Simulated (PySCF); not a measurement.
Isomers of CH11NSi3, one GFN2-xTB conformer each. Single-point energies are computed at PBE0/pcSseg-1 (PySCF, gas phase, no added dispersion term), electronic only.

```tsv
SMILES	GFN2-xTB relative energy (kJ/mol)
N[SiH2]C([SiH3])[SiH3]	174.5
C[SiH2]N([SiH3])[SiH3]	0.0
[SiH3]C[SiH2]N[SiH3]	74.4
N[Si@@H]([SiH3])C[SiH3]	199.8
```

Conformers: `[NH2:1][SiH2:2][CH:3]([SiH3:4])[SiH3:5]` with H–N1–Si2–C3 -176° and 47°, N1–Si2–C3–Si4 63°; `[CH3:1][SiH2:2][N:3]([SiH3:4])[SiH3:5]` with C1–Si2–N3–Si4 29°; `[SiH3:1][CH2:2][SiH2:3][NH:4][SiH3:5]` with Si1–C2–Si3–N4 -55°, C2–Si3–N4–Si5 -55°; `[NH2:1][Si@@H:2]([SiH3:3])[CH2:4][SiH3:5]` with H–N1–Si2–Si3 -167° and 53°, N1–Si2–C4–Si5 -49°.

Task: What does PBE0/pcSseg-1 give for the same structures?

Result: 
| SMILES | PBE0/pcSseg-1 E (Eh) | PBE0/pcSseg-1 (kJ/mol) | GFN2-xTB (kJ/mol) | point group |
| --- | --- | --- | --- | --- |
| C[SiH2]N([SiH3])[SiH3] | -967.47485 | 0.0 | 0.0 | C1 |
| [SiH3]C[SiH2]N[SiH3] | -967.45956 | 40.1 | 74.4 | C1 |
| N[SiH2]C([SiH3])[SiH3] | -967.44509 | 78.1 | 174.5 | – |
| N[Si@@H]([SiH3])C[SiH3] | -967.44290 | 83.9 | 199.8 | C1 |

Both levels put the same isomer lowest; measured from each level's own lowest isomer, the values differ by up to 115.9 kJ/mol (N[Si@@H]([SiH3])C[SiH3]: 199.8 against 83.9). As drawn, the highest has an N–H bond and an Si–Si bond, which the lowest lacks. Neighbours under 10 kJ/mol apart (N[SiH2]C([SiH3])[SiH3] and N[Si@@H]([SiH3])C[SiH3]) can change places with a better method, another conformer or zero-point energy.

Task: Which frontier levels, dipoles and rotational constants go with these structures?

Result: 
```json
{"SMILES": "C[SiH2]N([SiH3])[SiH3]", "HOMO (eV, PBE0/pcSseg-1)": "-7.38", "LUMO (eV)": "0.05", "dipole (D)": "0.62", "A, B, C (MHz)": "2945, 1793, 1186"}
{"SMILES": "[SiH3]C[SiH2]N[SiH3]", "HOMO (eV, PBE0/pcSseg-1)": "-7.34", "LUMO (eV)": "0.28", "dipole (D)": "0.54", "A, B, C (MHz)": "3148, 1324, 1052"}
{"SMILES": "N[SiH2]C([SiH3])[SiH3]", "HOMO (eV, PBE0/pcSseg-1)": "-7.41", "LUMO (eV)": "0.33", "dipole (D)": "1.06", "A, B, C (MHz)": "2342, 1830, 1272"}
{"SMILES": "N[Si@@H]([SiH3])C[SiH3]", "HOMO (eV, PBE0/pcSseg-1)": "-7.28", "LUMO (eV)": "-0.07", "dipole (D)": "1.53", "A, B, C (MHz)": "3005, 1326, 1129"}
```
